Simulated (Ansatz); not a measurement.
Basis-set series for `N[PH][Ga]([OH])[O][AlH2]`. Charge 0, multiplicity 1. All single points use the PBE0-D4/def2-TZVP geometry. It is one conformer, not always the lowest.

| functional | basis | functions | energy (Eh) | HOMO (eV) | LUMO (eV) |
| --- | --- | --- | --- | --- | --- |
| PBE0-D4 | def2-SVP | 140 | -2716.25160 | -6.92 | -1.00 |
| PBE0-D4 | def2-QZVPP | 580 | -2717.04116 | -7.08 | -1.19 |
| ωB97M-V | def2-SVP | 140 | -2716.75373 | -8.98 | 0.71 |
| ωB97M-V | def2-QZVPP | 580 | -2717.54498 | -9.17 | 0.17 |

Give the rows for def2-TZVPP. (An estimate is asked.)

Computed: 
```json
{"functional": "PBE0-D4", "basis": "def2-TZVPP", "functions": "309", "energy (Eh)": "-2716.96609", "HOMO (eV)": "-7.04", "LUMO (eV)": "-1.12"}
{"functional": "ωB97M-V", "basis": "def2-TZVPP", "functions": "309", "energy (Eh)": "-2717.47296", "HOMO (eV)": "-9.13", "LUMO (eV)": "0.46"}
```

Positive LUMOs are unbound and depend on the basis. Scalar relativity is left out up to krypton.
